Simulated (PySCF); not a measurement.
C4H9Cl3Sn, triplet, at the geometry of the source list (a higher spin typed on purpose: for a closed-shell molecule this is an excited state) (all electrons, no relativity) (in this run its highest filled SCF level lies above zero, so its values depend strongly on the basis, on diffuse functions most of all); PBE/STO-3G (PySCF).

The PySCF input:
```python
from pyscf import gto, scf, dft

mol = gto.M(
    atom='''
C    -2.555700    0.214600    0.059300
C    -1.079300    0.341400   -0.290600
C    -0.310200   -0.931400    0.049900
C     1.088900   -0.960700   -0.488000
Sn    2.465200    0.663900    0.348600
Cl    2.885300    2.378700   -1.197100
Cl    1.720100    1.736300    2.301800
Cl    4.570800   -0.202700    0.906800
H    -3.035300   -0.545300   -0.557300
H    -3.064800    1.160400   -0.099500
H    -2.676300   -0.068300    1.103600
H    -0.647800    1.176200    0.266300
H    -0.971100    0.560800   -1.352200
H    -0.309800   -1.080300    1.132400
H    -0.833500   -1.788300   -0.392200
H     1.622300   -1.872600   -0.232500
H     1.131300   -0.782600   -1.559400
''',
    basis='sto-3g',
    charge=0,
    spin=2,
    verbose=4,
)

mf = dft.UKS(mol)
mf.xc = 'pbe'
mf.kernel()
```

Task: Write the output that PySCF gives for this input, abridged.

Result: 
```
PySCF version 2.14.0

[INPUT] verbose = 4
[INPUT] num. atoms = 17
[INPUT] num. electrons = 134
[INPUT] charge = 0
[INPUT] spin (= nelec alpha-beta = 2S) = 2
[INPUT] symmetry False subgroup None
[INPUT] Mole.unit = angstrom
[INPUT] Symbol           X                Y                Z      unit          X                Y                Z       unit  Magmom
[INPUT]  1 C     -2.555700000000   0.214600000000   0.059300000000 AA   -4.829573056551   0.405535226332   0.112060759187 Bohr   0.0
[INPUT]  2 C     -1.079300000000   0.341400000000  -0.290600000000 AA   -2.039581406243   0.645152498927  -0.549154411799 Bohr   0.0
[INPUT]  3 C     -0.310200000000  -0.931400000000   0.049900000000 AA   -0.586193043840  -1.760090912420   0.094297333616 Bohr   0.0
[INPUT]  4 C      1.088900000000  -0.960700000000  -0.488000000000 AA    2.057722777039  -1.815459887870  -0.922186348788 Bohr   0.0
[INPUT]  5 Sn     2.465200000000   0.663900000000   0.348600000000 AA    4.658552842278   1.254589174099   0.658758527023 Bohr   0.0
[INPUT]  6 Cl     2.885300000000   2.378700000000  -1.197100000000 AA    5.452426787208   4.495091532503  -2.262191143717 Bohr   0.0
[INPUT]  7 Cl     1.720100000000   1.736300000000   2.301800000000 AA    3.250517906864   3.281131470082   4.349771593524 Bohr   0.0
[INPUT]  8 Cl     4.570800000000  -0.202700000000   0.906800000000 AA    8.637560170162  -0.383047485449   1.713603649756 Bohr   0.0
[INPUT]  9 H     -3.035300000000  -0.545300000000  -0.557300000000 AA   -5.735885705892  -1.030467655725  -1.053144369220 Bohr   0.0
[INPUT] 10 H     -3.064800000000   1.160400000000  -0.099500000000 AA   -5.791632626567   2.192838194945  -0.188027749394 Bohr   0.0
[INPUT] 11 H     -2.676300000000  -0.068300000000   1.103600000000 AA   -5.057474027173  -0.129068294308   2.085501751070 Bohr   0.0
[INPUT] 12 H     -0.647800000000   1.176200000000   0.266300000000 AA   -1.224164583493   2.222695867713   0.503234066972 Bohr   0.0
[INPUT] 13 H     -0.971100000000   0.560800000000  -1.352200000000 AA   -1.835113039565   1.059758410656  -2.555287665637 Bohr   0.0
[INPUT] 14 H     -0.309800000000  -1.080300000000   1.132400000000 AA   -0.585437153390  -2.041471132368   2.139925863457 Bohr   0.0
[INPUT] 15 H     -0.833500000000  -1.788300000000  -0.392200000000 AA   -1.575086724825  -3.379397228560  -0.741150586054 Bohr   0.0
[INPUT] 16 H      1.622300000000  -1.872600000000  -0.232500000000 AA    3.065702691882  -3.538701140861  -0.439361323961 Bohr   0.0
[INPUT] 17 H      1.131300000000  -0.782600000000  -1.559400000000 AA    2.137847164720  -1.478899665085  -2.946838918647 Bohr   0.0

nuclear repulsion = 1266.72258689421
number of shells = 47
number of NR pGTOs = 249
number of NR cGTOs = 83
basis = sto-3g
ecp = {}

******** <class 'pyscf.dft.uks.UKS'> ********
method = UKS
initial guess = minao
damping factor = 0
level_shift factor = 0
DIIS = <class 'pyscf.scf.diis.CDIIS'>
diis_start_cycle = 1
diis_space = 8
diis_damp = 0
SCF conv_tol = 1e-09
SCF conv_tol_grad = None
SCF max_cycles = 50
direct_scf = True
direct_scf_tol = 1e-13
number electrons alpha = 68  beta = 66
XC library pyscf.dft.libxc version 7.1.2
    S. Lehtola, C. Steigemann, M. J. T. Oliveira, and M. A. L. Marques,  SoftwareX 7, 1–5 (2018)
XC functionals = pbe
    J. P. Perdew, K. Burke, and M. Ernzerhof,  Phys. Rev. Lett. 77, 3865 (1996)
    J. P. Perdew, K. Burke, and M. Ernzerhof,  Phys. Rev. Lett. 78, 1396 (1997)
    J. P. Perdew, K. Burke, and M. Ernzerhof,  Phys. Rev. Lett. 77, 3865 (1996)
    J. P. Perdew, K. Burke, and M. Ernzerhof,  Phys. Rev. Lett. 78, 1396 (1997)
radial grids:
    Treutler-Ahlrichs [JCP 102, 346 (1995); DOI:10.1063/1.469408] (M4) radial grids

becke partition: Becke, JCP 88, 2547 (1988); DOI:10.1063/1.454033
pruning grids: <function nwchem_prune>
grids dens level: 3
symmetrized grids: False
atomic radii adjust function: <function treutler_atomic_radii_adjust>
small_rho_cutoff = 0
Set gradient conv threshold to 3.16228e-05
tot grids = 223344
init E= -7468.7696162393

cycle= 1 E= -7485.05960460262  delta_E= -16.3  |g|= 0.359  |ddm|= 3.87

cycle= 2 E= -7484.49020428343  delta_E= 0.569  |g|= 0.599  |ddm|= 4.09

cycle= 3 E= -7485.25707674452  delta_E= -0.767  |g|= 0.281  |ddm|= 4.02

cycle= 4 E= -7485.36024756898  delta_E= -0.103  |g|= 0.199  |ddm|= 2.29

cycle= 5 E= -7485.42856222578  delta_E= -0.0683  |g|= 0.056  |ddm|= 1.27

cycle= 6 E= -7485.33677940604  delta_E= 0.0918  |g|= 0.224  |ddm|= 1.26

cycle= 7 E= -7485.43143890558  delta_E= -0.0947  |g|= 0.0462  |ddm|= 0.942

cycle= 8 E= -7485.43149210185  delta_E= -5.32e-05  |g|= 0.0424  |ddm|= 0.41

cycle= 9 E= -7485.43475041997  delta_E= -0.00326  |g|= 0.0094  |ddm|= 0.167

cycle= 10 E= -7485.43490634809  delta_E= -0.000156  |g|= 0.00354  |ddm|= 0.0495

cycle= 11 E= -7485.43492700658  delta_E= -2.07e-05  |g|= 0.000901  |ddm|= 0.0195

cycle= 12 E= -7485.43492828605  delta_E= -1.28e-06  |g|= 0.000277  |ddm|= 0.00556

cycle= 13 E= -7485.4349283958  delta_E= -1.1e-07  |g|= 7.9e-05  |ddm|= 0.00151

cycle= 14 E= -7485.43492840495  delta_E= -9.15e-09  |g|= 2.88e-05  |ddm|= 0.000372

cycle= 15 E= -7485.43492840598  delta_E= -1.04e-09  |g|= 7.08e-06  |ddm|= 0.000125

cycle= 16 E= -7485.43492840607  delta_E= -8.91e-11  |g|= 4.33e-06  |ddm|= 4.34e-05

Extra cycle  E= -7485.43492840463  delta_E= 1.44e-09  |g|= 2.67e-05  |ddm|= 0.000167
converged SCF energy = -7485.43492840463  <S^2> = 2.0015746  2S+1 = 3.0010496
```
